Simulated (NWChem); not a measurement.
**Lowest excitation of CH5AlO**

```xyz
8

Al    -0.4913     0.9073     0.6423
H     -0.4235     1.1688     2.1992
H     -1.2538     1.8325    -0.4002
O      0.3233    -0.4749     0.0886
C      0.5814    -1.1531    -1.0937
H      0.1185    -0.6747    -1.9783
H      1.6687    -1.2140    -1.2791
H      0.2026    -2.1894    -1.0392
```
Charge 0, spin multiplicity 1.

The numbers come from NWChem runs, not from measurements. The geometry was optimised at PBE0/def2-SVP, a minimum by its harmonic frequencies. It is one conformer; others weren't searched.

Basis set: 6-31+G*. CR-EOMCCSD(T) is the triples correction to the same EOM-CCSD root.

| method | lowest vertical singlet excitation energy (eV) | difference from EOM-CCSD |
|---|---|---|
| TD-B3LYP | 5.36 | -0.43 |
| CIS | 6.85 | +1.06 |
| TD-PBE | 4.79 | -1.00 |
| CR-EOMCCSD(T) | 5.72 | -0.06 |
| TDA-PBE0 | 5.48 | -0.30 |
| EOM-CCSD | 5.78 | 0.00 |

The values span 2.06 eV, from TD-PBE (lowest) to CIS (highest). 

The correlated methods keep 7 core orbitals frozen. B3LYP has NWChem's definition, with VWN1-RPA local correlation. The Pople sets run with spherical d functions. The structure started from a generated list of species. No row is a measurement; the coupled-cluster row has its own basis-set and correlation limits.
